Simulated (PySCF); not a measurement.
# From computed data to an observable: entropy of an ideal gas

AlHFBr, SMILES [F][AlH][Br].

Geometry optimised at ωB97X-D3(BJ)/def2-TZVP.

ωB97X-D3(BJ)/def2-TZVP (PySCF) gives the harmonic wavenumbers 186, 432, 472, 659, 856, 2042 cm⁻¹ and the rotational temperatures 1.1805, 0.1122, 0.1024 K. The molar mass is 126.89 g/mol, the symmetry number 1, the spin multiplicity 1.

Work out the entropy at 298.15 K and 1 atm in the rigid-rotor, harmonic-oscillator model.


Translation (Sackur–Tetrode at 1 atm): S = R[1.5 ln M + 2.5 ln T − 1.16487] = 169.2 J/(mol K).
Rotation: q = (√π/σ) T^1.5/√(θA θB θC) = 78400, S = R[ln q + 3/2] = 106.2 J/(mol K).
Vibration: with u = 1.4388 ν/T, each mode gives R[u/(e^u − 1) − ln(1 − e^−u)]:
```csv
ν (cm⁻¹),modes,u,S (J/(mol K))
186,1,0.90,9.49
432,1,2.08,3.57
472,1,2.28,3.06
659,1,3.18,1.50
856,1,4.13,0.70
```
The stiffer modes add less than 0.005 each. Sum 18.3 J/(mol K).
Spin: R ln 1 = 0.0 J/(mol K).
Total 293.6 J/(mol K); the program's own thermochemistry gives 293.6. Translation makes up 58 % and vibration 6 %. Anharmonicity, hindered rotation and orbital degeneracy are left out.
